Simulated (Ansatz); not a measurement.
**A geometry optimisation of BH4SbSi with PBE0-D3(BJ)/def2-SVP**

The starting geometry of this gas-phase singlet was optimised with GFN2-xTB.

```xyz
7

B    -0.9959    0.4104    1.5964
Sb   -1.1048    2.1953   -0.0425
Si   -0.1413   -0.3808    0.0725
H    -0.3283    0.8023    2.4890
H    -2.1095    0.1081    1.8501
H    -0.7688   -1.0732   -1.0678
H     1.2717   -0.2779   -0.3355
```

Problem. Where would you expect an optimisation with PBE0-D3(BJ)/def2-SVP to take it?

Solution. A new bond forms, giving a structure with H5 bridging B1 and Sb2, given below by its coordinates. Distances that change by over a tenth: B1–H5 (1.18 → 1.36 Å). Contacts that close: Sb2–H5 (2.99 → 1.92 Å).

The energy falls by 0.60 eV over 31 steps:

| step | E − E(last) (eV) |
| --- | --- |
| 1 | 0.603 |
| 4 | 0.431 |
| 8 | 0.431 |
| 11 | 0.431 |
| 14 | 0.430 |
| 18 | 0.418 |
| 21 | 0.239 |
| 24 | 0.006 |
| 28 | 0.000 |
| 31 | 0.000 |

Final geometry (Å):

```xyz
7

B    -0.6973    0.4465    1.6271
Sb   -1.3700    1.9465    0.1188
Si   -0.1224   -0.2841   -0.1001
H    -0.5122    0.3786    2.8144
H    -2.0098    0.7599    1.4835
H    -0.7583   -1.3929   -0.8702
H     1.2933   -0.0703   -0.5113
```

Frequencies at the end are all real (lowest 261 cm⁻¹). Atoms past krypton carry core potentials, without spin–orbit terms. Run with Ansatz 0.2.0, 70 s on 1 thread of Arm Neoverse V2, on a shared host.
